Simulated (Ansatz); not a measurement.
Ti(NH2)Cl3 (TiNCl3H2), relaxed as a singlet with RKS r2SCAN-D4/def2-SVP in Ansatz, starting from the GFN2-xTB geometry. Force threshold 0.02 eV/Å.

Start:

Cartesian coordinates in Å:
```
Ti 0.092 0.599 0.005
N -0.169 -1.196 -0.029
H -0.591 -1.732 -0.790
H 0.062 -1.845 0.726
Cl 0.181 1.423 -1.956
Cl 1.894 1.113 1.020
Cl -1.468 1.638 1.024
```

(1) Estimate the energy that the relaxation releases and the steps that it takes.

(2) Does the start keep its bonding?

(3) Predict the relaxed structure.

## Answers

(1) 3.7 kcal/mol, in 6 steps; 22 s on 4 threads of Arm Neoverse V2 on a shared host. No frequencies were taken in this run, so the end may be a saddle point.

(2) By distances, no bond broke or formed. The bond that changes most is Ti1–Cl7, from 2.13 to 2.20 Å (atoms count from 1).

(3) 
```
atom   x (Å)   y (Å)   z (Å)
 Ti1   0.110   0.661   0.003
  N2  -0.148  -1.155  -0.037
  H3  -0.606  -1.657  -0.798
  H4   0.095  -1.786   0.729
 Cl5   0.148   1.329  -2.077
 Cl6   1.965   1.016   1.106
 Cl7  -1.566   1.592   1.075
```
Bond lengths: 3 × Cl–Ti 2.18 to 2.20 Å; 1 × N–Ti 1.83 Å; 2 × H–N 1.02 Å.
